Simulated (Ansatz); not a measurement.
Ansatz (a program for electronic structure) input:

Ansatz 0.2 input:
```yaml
crystal:
  periodic: [false, false, false]
  atoms:
    - {symbol: F, position_ang: [1.30692992, -1.08527908, -0.09684270]}
    - {symbol: Ge, position_ang: [0.00000000, -0.00000000, 0.00000000]}
    - {symbol: F, position_ang: [0.58607499, 1.59724028, -0.02479112]}
    - {symbol: F, position_ang: [-1.03892309, -0.24358389, -1.32536060]}
    - {symbol: F, position_ang: [-0.85408183, -0.26837731, 1.44699442]}
basis:
  gaussian:
    orbitals: aug-cc-pVDZ
magnetization: {spin_polarized: false}
correlation: {method: ccsd_t, electrons: outside_noble_gas}
output: {forces: true}
```

What final total energy does it print?

-2474.24376 Eh (CCSD(T)/aug-cc-pVDZ). The basis has 128 functions. The run takes very roughly 2.3 core-minutes.
